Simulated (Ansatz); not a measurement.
`FBC[SiH3]` + BH₃ → `BBC[SiH3]` + H–F  (formal exchange of groups at a B–F bond)

Computed with Ansatz on PBE0-D4/def2-TZVP structures; ΔE is electronic, products minus reactants. CCSD(T)/CBS adds triple-zeta CCSD(T) − MP2 to the extrapolated MP2 energy (def2 sets, frozen cores). This one scheme is used for every species. Functionals use def2-TZVPP. HSE06 is defined as in plane-wave codes. Each species was taken in one conformer, which may not be the lowest.

```tsv
level	ΔE (kJ/mol)	difference from CCSD(T)/CBS
PBE-D4	133.5	-13.7
PBE0-D4	138.8	-8.4
r2SCAN0-D4	149.1	1.9
HSE06-D4	138.7	-8.5
CAM-B3LYP	161.9	14.7
LC-ωPBE	149.1	1.9
CCSD(T)/def2-SVP	175.7	28.5
MP2/def2-TZVPP	155.5	8.3
HF/CBS(def2)	179.9	32.7
CCSD/CBS(def2)	149.4	2.2
CCSD(T)/CBS	147.2	0
```

Largest T1 diagnostic among the species: 0.012.

From BLYP to BHLYP (50 % exact exchange), in def2-TZVPP and without D4, ΔE moves by +10.2 kJ/mol. The D4 term adds −5.6 kJ/mol with B3LYP and −3.1 kJ/mol with PBE0; it sums over pairs of atoms, weighted by their polarisabilities, and B3LYP, whose exchange is more repulsive, gets the larger term.

B3LYP here is the variant with VWN-RPA as its local correlation; programs differ in this.
